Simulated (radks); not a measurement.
The numbers below are computed, except where a source is named.
Removal energies from the vanadium ion V9+, [Ne] 3s2 3p(1/2: 2, 3/2: 0), by Delta-SCF beside the eigenvalue of the level emptied. Level of theory: Dirac Kohn-Sham, PBE, spin-unpolarised, spherical densities, finite nucleus; Fermi nuclear charge, rms radius of each element as measured or else 0.836 A^(1/3) + 0.57 fm (a radial shooting solver on a logarithmic mesh with Libxc functionals). Sub-shells are occupied by j as written (lower j first in brackets).

[
 {"removed from": "3p1/2", "final configuration": "[Ne] 3s2 3p(1/2: 1, 3/2: 0)", "Delta-SCF (eV)": "228.54", "-eigenvalue (eV)": "215.40"},
 {"removed from": "3s1/2", "final configuration": "[Ne] 3s1 3p(1/2: 2, 3/2: 0)", "Delta-SCF (eV)": "255.95", "-eigenvalue (eV)": "242.79"},
 {"removed from": "2p3/2", "final configuration": "[He] 2s2 2p(1/2: 2, 3/2: 3) 3s2 3p(1/2: 2, 3/2: 0)", "Delta-SCF (eV)": "745.61", "-eigenvalue (eV)": "707.91"},
 {"removed from": "2p1/2", "final configuration": "[He] 2s2 2p(1/2: 1, 3/2: 4) 3s2 3p(1/2: 2, 3/2: 0)", "Delta-SCF (eV)": "753.16", "-eigenvalue (eV)": "715.12"}
]
